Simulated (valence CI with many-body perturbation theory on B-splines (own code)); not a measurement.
**Forbidden lines of I21+**

Method: valence CI with perturbative core correlation (CI+MBPT): four valence electrons over a frozen Dirac-Fock core [Ar] 3d10, radial functions for each j: 11 s, 11 p, 9 d, 7 f, 5 g, 2 h, 1 i, with the one-electron correlation potential Σ1, the two-electron term Σ2, the three-electron term Σ3, Breit, model QED; selected CI, second order for the rest (own B-spline code, finite nucleus).

No measured spectrum was set against this ion. As an estimate, levels hold to about 250 cm⁻¹ or 0.2 % of their energy and the worst to 1 %, as in measured heavy ions of charge 2 to 7; those with d or f electrons hold less well.

Lines 1 to 13 of 13 in falling wavelength, among levels below 1448500 cm⁻¹, chosen from the decays that carry over 1 % of a level's rate. Wavelengths and rates use the calculated energies, so an error of 1000 cm⁻¹ moves a line at 5261 Å by 5.3 % and its rate by three times that or more. Electric multipoles are in the length gauge, E1 and E2 with the static RPA response of the core. Weak lines are less certain than strong ones. Lines between different terms over intervals too small for the method are left out, as are lines whose strength nearly cancels.

Levels are named by their leading jj configuration (3d3/2^4 stands for four electrons in 3d with j = 3/2), which in mixed levels can hold well under half, so a name can repeat and another be missing. Letters in brackets count levels of one name in rising energy.

```
λ vac (Å)                   Upper                       Lower  Type   A (s⁻¹)  Branch %
     5261  (4s^2 4p1/2 4p3/2) J=2      (4s^2 4p1/2 4p3/2) J=1    M1  4.28e+01      32.1
     1132  (4s^2 4p3/2 4d5/2) J=4      (4s^2 4p1/2 4d5/2) J=3    M1  1.17e+04      79.3
    995.0  (4s^2 4p1/2 4p3/2) J=1          (4s^2 4p1/2^2) J=0    M1  1.44e+04     100.0
    867.8      (4s^2 4p3/2^2) J=2      (4s^2 4p1/2 4p3/2) J=2    M1  1.54e+04      46.2
    836.7  (4s^2 4p1/2 4p3/2) J=2          (4s^2 4p1/2^2) J=0    E2  9.07e+01      67.9
    744.9      (4s^2 4p3/2^2) J=2      (4s^2 4p1/2 4p3/2) J=1    M1  1.76e+04      52.9
    620.7      (4s^2 4p3/2^2) J=0      (4s^2 4p1/2 4p3/2) J=2    E2  1.15e+03       1.7
    555.2      (4s^2 4p3/2^2) J=0      (4s^2 4p1/2 4p3/2) J=1    M1  6.70e+04      98.3
    335.5  (4s^2 4p3/2 4d5/2) J=4      (4s 4p1/2 4p3/2^2) J=3    M1  6.83e+02       4.6
    303.6  (4s^2 4p3/2 4d5/2) J=4  (4s 4p1/2 4p3/2^2) J=2 [a]    E2  3.40e+02       2.3
    229.8  (4s^2 4p3/2 4d5/2) J=4      (4s 4p1/2^2 4p3/2) J=2    E2  1.12e+03       7.6
    148.3  (4s^2 4p3/2 4d5/2) J=4          (4s^2 4p3/2^2) J=2    M2  5.22e+02       3.5
    126.6  (4s^2 4p3/2 4d5/2) J=4      (4s^2 4p1/2 4p3/2) J=2    M2  1.87e+02       1.3
```
